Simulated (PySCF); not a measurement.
## Shifts of the heteroatoms

Mapped SMILES: `[CH3:1][Si:2]([Cl:3])([Cl:4])[Si:5]([Cl:6])([Cl:7])[Cl:8]`. Each H is labelled by its parent atom.

Computational details: geometry from GFN2-xTB, NMR shieldings at PBE0/pcSseg-1/GIAO, in PySCF 2.14 (one averaged value for each set of equivalent atoms, one conformer, non-relativistic Hamiltonian, isolated molecule).

Predict the ²⁹Si NMR data.

Results:


```json
{"atoms": "Si2", "environment": "silicon bonded to C, 2 Cl, Si", "σ (ppm)": "326.0", "δ (ppm)": "12.0"}
{"atoms": "Si5", "environment": "silicon bonded to 3 Cl, Si", "σ (ppm)": "328.6", "δ (ppm)": "9.9"}
```

Shieldings were converted by a linear fit to measured shifts: ²⁹Si: δ = 279.94 − 0.822σ (rms 8.9 ppm, 72 shifts, 25.8 ppm with the 6 outliers that the fit left out vs TMS, solution or neat liquid). A few per cent of atoms miss by over 2 rms, more outside the fitted compound classes.

On a 600 MHz spectrometer ²⁹Si resonates near 119.2 MHz, so 1 ppm is 119.2 Hz.
